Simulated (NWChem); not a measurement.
methylammonium (CH6N cation); SMILES [NH3+]C

Computed with NWChem. The geometry was optimised at B3LYP/6-31G* (spherical d). Level: PBE/def2-SVP with COSMO at NWChem's default radii, gas-phase geometry; rows give the dielectric constant. Reactions with the solvent are ignored.

```tsv
dielectric constant	electrostatic solvation energy (kcal/mol)
2.0	-37.4
4.8	___
7.6	-65.2
11.7	-68.7
37.5	-73.2
```

Question: Fill in the missing entries.

Answer: 
- 4.8, electrostatic solvation energy (kcal/mol): -59.4
